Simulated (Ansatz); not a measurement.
Mulliken charges of CH$_{4}$AlNOS, SMILES `NC(=S)[O][AlH2]` from ωB97M-V/def2-TZVPP in Ansatz (PBE0-D4/def2-TZVP geometry).

```csv
atom,x (Å),y (Å),z (Å),charge (e)
N1,0.657,1.101,-0.675,-0.201
C2,0.945,-0.215,-0.640,0.224
S3,2.217,-0.874,-1.443,-0.292
O4,0.116,-0.941,0.098,-0.268
Al5,-1.274,-0.811,1.079,0.452
H6,-0.128,1.488,-0.179,0.141
H7,1.249,1.702,-1.219,0.156
H8,-1.812,-2.137,1.720,-0.084
H9,-1.881,0.642,1.242,-0.128
```

Task: By hand: the dipole of these point charges (1 e Å = 4.8032 D).

Result: Σ q r = (-0.605, 0.444, 0.356) e Å, of length 0.831 e Å = 3.99 D.

Task: How does the dipole of the full density compare? (Best estimate.)

Result: Computed: (-0.783, 0.605, 0.455) e Å, 5.23 D; the point charges give 0.76 times that, at 1° from its direction.

Point charges leave out the atoms' own dipoles, such as those of lone pairs, and Mulliken's split depends on the basis, so the two needn't agree.
